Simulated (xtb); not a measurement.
H6BN, charge +1, doublet, at a GFN2-xTB geometry (a state made from the parent by changing its charge; the spin is typed, not shown lowest). Base run: GFN2-xTB (xtb 6.7.1).

The xtb input:
```
$ xtb mol.xyz --gfn 2 --chrg 1 --uhf 1 --json

# file mol.xyz
8

B     -0.85103693     0.06096459    -0.05926607
N      0.70400636    -0.07680200     0.02198812
H     -1.31066910    -0.65817881    -0.86241623
H     -1.21010950     1.21525847    -0.09762284
H     -1.37179730     0.05664760     1.03233308
H      0.95897137    -1.04341522     0.24745522
H      1.13876401     0.53781366     0.71440043
H      1.12198069     0.12466532    -0.89173616
```

Variants of this job, named by their change:

```csv
change,ΔE vs base (kJ/mol),G_solv (kcal/mol),SCF cycles
base,0.00,-,11
gbsa = water,-269.3,-64.96,10
acc = 0.0001,0.00,-,16
alpb = cs2,-184.4,-44.22,10
etemp = 1000,-0.17,-,11
file = coord,0.00,-,11
acc = 30,0.00,-,8
```

ALPB and GBSA are two models with their own fitted parameters for each solvent, which aren't always the measured dielectric constant.
